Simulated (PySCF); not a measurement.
Working out the ionisation energy of Ne²⁺

Ne²⁺ [He] 2s2 2p4 (3P) → Ne³⁺ [He] 2s2 2p3 (4S). All numbers are calculated (PySCF 2.14, no relativity, point nucleus, in def2-SVP). Frozen: 1s2. Energies in hartree (1 hartree = 27.21139 eV):

| part | Ne²⁺ (lower) | Ne³⁺ (upper) |
| --- | --- | --- |
| UHF | -126.194974 | -123.921540 |
| CCSD correlation | -0.101978 | -0.076311 |
| (T) | -0.000663 | -0.000264 |

Q: What does Hartree-Fock give?

A: (-123.921540) − (-126.194974) = 2.273434 hartree = 61.863 eV.

Q: What do CCSD and CCSD(T) give?

A: The CCSD correlation energies differ by 0.025667 hartree = 0.698 eV and the triples by 0.000399 hartree = 0.011 eV, so CCSD gives 62.561 eV and CCSD(T) 62.572 eV.

Reference: 63.423 eV (measured; NIST Atomic Spectra Database, ionization energies), between the lowest levels; spin-orbit coupling is absent from the calculation.

A double-zeta basis recovers only part of the correlation energy.

What remains against the reference includes basis incompleteness, the frozen core and higher excitations.
